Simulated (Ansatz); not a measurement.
`O[SiH]1CN=C1F` → `N#COC(F)[SiH3]`  (isomerisation)

Isolated molecules relaxed with PBE0-D4/def2-TZVP in Ansatz; ΔE leaves out vibrations. CBS: MP2 limit from def2 TZ/QZ plus the TZ coupled-cluster correction, frozen cores. Functionals use def2-TZVPP. B3LYP here is the variant with VWN-RPA as its local correlation; programs differ in this. One conformer a species, not always the lowest.

Problem. Is it downhill or uphill in electronic energy at CCSD(T)/CBS, and by how much? (Estimate.)

Solution. The calculation gave: Uphill: ΔE = +206.9 kJ/mol.

Problem. What do these levels give: ωB97X-V, PBE, B3LYP, HF/def2-TZVPP, SCS-MP2/def2-TZVPP, SCS-MP2/def2-QZVPP? (Estimate.)

Solution. The calculation gave: ωB97X-V 200.0, PBE 202.3, B3LYP 185.9, HF/def2-TZVPP 166.1, SCS-MP2/def2-TZVPP 188.7, SCS-MP2/def2-QZVPP 197.0 kJ/mol.

Largest T1 diagnostic among the species: 0.014.

In def2-TZVPP, CCSD(T) changes the Hartree–Fock value by +28.1 kJ/mol (the triples alone add +2.3 kJ/mol) and MP2 by +38.0 kJ/mol. From PBE to PBE0 (25 % exact exchange), in def2-TZVPP and without D4, ΔE moves by +9.6 kJ/mol. The D4 term adds +3.5 kJ/mol with B3LYP and +1.6 kJ/mol with PBE0; it sums over pairs of atoms, weighted by their polarisabilities, and B3LYP, whose exchange is more repulsive, gets the larger term.
